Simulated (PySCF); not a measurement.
**AlBr: frontier orbitals**

r²SCANh at R = 2.316 Å; Al x2c-SVPall, Br x2c-SVPall; spin-free X2C with a Gaussian nucleus (PySCF 2.14). State: ¹Σ⁺ (singlet), closed shell. Only the outer orbitals are listed, counted within each symmetry.

```json
{"orbital": "10σ", "occ.": "2", "ε (eV)": "-21.01", "on Al (%)": "4", "main shells (%)": "96 Br s"}
{"orbital": "11σ", "occ.": "2", "ε (eV)": "-10.37", "on Al (%)": "39", "main shells (%)": "58 Br p, 36 Al s"}
{"orbital": "5π", "occ.": "2", "ε (eV)": "-8.00", "on Al (%)": "7", "main shells (%)": "93 Br p"}
{"orbital": "5π", "occ.": "2", "ε (eV)": "-8.00", "on Al (%)": "7", "main shells (%)": "93 Br p"}
{"orbital": "12σ", "occ.": "2", "ε (eV)": "-6.47", "on Al (%)": "76", "main shells (%)": "58 Al s, 24 Br p, 17 Al p"}
{"orbital": "6π", "occ.": "0", "ε (eV)": "-2.04", "on Al (%)": "93", "main shells (%)": "93 Al p"}
{"orbital": "6π", "occ.": "0", "ε (eV)": "-2.04", "on Al (%)": "93", "main shells (%)": "93 Al p"}
{"orbital": "13σ", "occ.": "0", "ε (eV)": "0.49", "on Al (%)": "99", "main shells (%)": "88 Al p"}
```

Which are the highest filled and the lowest empty level, where do they sit, and how wide is the gap?

Highest filled 12σ at -6.47 eV (in %: 58 Al s, 24 Br p, 17 Al p); lowest empty 6π at -2.04 eV (in %: 93 Al p); the gap at r²SCANh is 4.43 eV.

```
bond order (Mayer)                               : 1.09
⟨S²⟩                                             : 0.000
charge on Al (Mulliken, basis-dependent)         : 0.35
charge on Al (Löwdin, basis-dependent)           : 0.14
dipole moment (positive dipole means Al(−)Br(+)) : -1.40 D
```
